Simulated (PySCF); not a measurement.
# Calculated NMR parameters of Cn1nnc2ccc([SiH3])cc21

```
Formula                               : C7H9N3Si
SMILES                                : Cn1nnc2ccc([SiH3])cc21
InChI                                 : InChI=1S/C7H9N3Si/c1-10-7-4-5(11)2-3-6(7)8-9-10/h2-4H,1,11H3
Point group of the computed structure : C1
Degrees of unsaturation               : 6
Carbon signals                        : 7
Proton signals                        : 5
```

Molfile (atoms numbered from 1):
```
C7H9N3Si
     RDKit          3D

 20 21  0  0  0  0  0  0  0  0999 V2000
   -3.0393    0.8861   -0.1674 C   0  0  0  0  0  0  0  0  0  0  0  0
   -2.1772   -0.2501   -0.0580 N   0  0  0  0  0  0  0  0  0  0  0  0
   -2.6591   -1.4960    0.0135 N   0  0  0  0  0  0  0  0  0  0  0  0
   -1.7174   -2.3399    0.1070 N   0  0  0  0  0  0  0  0  0  0  0  0
   -0.5283   -1.6744    0.1031 C   0  0  0  0  0  0  0  0  0  0  0  0
    0.7953   -2.1073    0.1853 C   0  0  0  0  0  0  0  0  0  0  0  0
    1.7725   -1.1436    0.1485 C   0  0  0  0  0  0  0  0  0  0  0  0
    1.4964    0.2347    0.0278 C   0  0  0  0  0  0  0  0  0  0  0  0
    2.9110    1.4853   -0.0080 Si  0  0  0  0  0  4  0  0  0  0  0  0
    0.1858    0.6680   -0.0494 C   0  0  0  0  0  0  0  0  0  0  0  0
   -0.8164   -0.2912   -0.0082 C   0  0  0  0  0  0  0  0  0  0  0  0
   -2.8462    1.4235   -1.0982 H   0  0  0  0  0  0  0  0  0  0  0  0
   -4.0653    0.5238   -0.1623 H   0  0  0  0  0  0  0  0  0  0  0  0
   -2.8864    1.5648    0.6744 H   0  0  0  0  0  0  0  0  0  0  0  0
    1.0253   -3.1570    0.2724 H   0  0  0  0  0  0  0  0  0  0  0  0
    2.8080   -1.4472    0.2102 H   0  0  0  0  0  0  0  0  0  0  0  0
    2.4962    2.6367   -0.8136 H   0  0  0  0  0  0  0  0  0  0  0  0
    3.1994    1.9235    1.3607 H   0  0  0  0  0  0  0  0  0  0  0  0
    4.0910    0.8531   -0.5974 H   0  0  0  0  0  0  0  0  0  0  0  0
   -0.0506    1.7178   -0.1435 H   0  0  0  0  0  0  0  0  0  0  0  0
  1  2  1  0
  2  3  1  0
  3  4  2  0
  4  5  1  0
  5  6  2  0
  6  7  1  0
  7  8  2  0
  8  9  1  0
  8 10  1  0
 10 11  2  0
 11  2  1  0
 11  5  1  0
  1 12  1  0
  1 13  1  0
  1 14  1  0
  6 15  1  0
  7 16  1  0
  9 17  1  0
  9 18  1  0
  9 19  1  0
 10 20  1  0
M  END
```

Relativity neglected, a single conformation, isolated molecule, rapidly exchanging positions averaged. NMR shieldings at PBE0/pcSseg-1/GIAO; geometry: GFN2-xTB; PySCF.

Scale: TMS for 1H and 13C and 29Si; 15N vs NH3 (reference shieldings calculated alike).

| carbon | δC, type | δH (multiplicity) | HMBC from (2–3 bonds) | span of the C tensor (ppm) |
| --- | --- | --- | --- | --- |
| C1 | 34.6, CH3 | 4.45 (s) | – | 53 |
| C5 | 152.5, C | – | H15, H20, H16 | 144 |
| C6 | 125.8, CH | 8.46 (d) | H16 | 204 |
| C7 | 134.4, CH | 7.88 (d) | H15, H20, H17/H18/H19 | 228 |
| C8 | 132.3, C | – | H15, H20, H16, H17/H18/H19 | 233 |
| C10 | 120.2, CH | 8.01 (s) | H16, H17/H18/H19 | 200 |
| C11 | 140.5, C | – | H15, H20, H12/H13/H14 | 177 |

Other nuclei:
```tsv
atoms	nucleus	environment	δ (ppm)	σ (ppm)
H17/H18/H19	1H	hydrogen on a silicon bonded to C	4.76	26.96
Si9	29Si	silicon bonded to C, 3 H	-66.4	415.5
N3	15N	pyridine-type nitrogen of an azole	421.6	-153.9
N4	15N	pyridine-type nitrogen of an azole	373.9	-106.2
N2	15N	pyrrole-type ring nitrogen	237.3	30.5
```

Carbon types of the structure: 3 × C, 3 × CH, 1 × CH3, leaving 3 H on heteroatoms. δC 152.5, 140.5: ring-fusion aromatic carbon. δC 134.4, 125.8, 120.2: aromatic CH. δC 132.3: substituted aromatic carbon. δC 34.6: methyl carbon bonded to N; pulled downfield by the heteroatom. δH 4.45: hydrogen on a methyl carbon bonded to N; its carbon carries N, hence the downfield position.

Shifts are as computed. Against solution values, carbons near 30 ppm lie about +3 ppm off and those near 130 ppm about +5 ppm. Of 1211 compounds with measured shifts, 218 miss one by over three times the rms of a fit or turn the order of signals round; such compounds aren't used in these exercises. Experimental scales use liquid or dissolved standards, which lie at an offset from isolated NH3 (liquid NH3: subtract about 20 ppm). Unscaled 15N shifts of sp2 nitrogen come out 20 to 40 ppm too high even then. No couplings were computed; multiplicities are counted from neighbouring protons, with m where these are inequivalent, close in shift, in a saturated or five-membered ring or joined by F or P, and br s for small geminal =CH2 splittings.
